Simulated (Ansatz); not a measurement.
C₃H₆InN, SMILES `C=C/C=[N]\[InH2]` at its PBE0-D4/def2-TZVP geometry, where that method's forces vanish. Total charge 0; spin multiplicity 1. In takes the def2 core potential.

```xyz
11

C    -1.6488    1.6420    0.3327
C    -0.7356    0.6759    0.3354
C    -0.0064    0.2715   -0.8721
N     0.8670   -0.6236   -0.9684
In    1.8453   -1.9987    0.1575
H    -2.1813    1.9327    1.2301
H    -1.8911    2.1754   -0.5813
H    -0.4895    0.1384    1.2497
H    -0.2932    0.8481   -1.7705
H     3.3672   -1.4907    0.7580
H     1.1665   -3.5713    0.1289
```

Q: What forces (eV/Å) does r2SCAN-D4/def2-TZVPP give on these atoms in Ansatz? (Estimate.)

A: The calculation gave: 
```
C1  -0.192  0.197  0.018
C2   0.142 -0.142 -0.024
C3  -0.228  0.224  0.053
N4   0.233 -0.225 -0.064
In5  0.043 -0.080  0.111
H6   0.007 -0.002 -0.017
H7   0.006 -0.009  0.011
H8   0.019 -0.021  0.003
H9  -0.018  0.026 -0.026
H10 -0.030 -0.006 -0.038
H11  0.018  0.038 -0.025
```
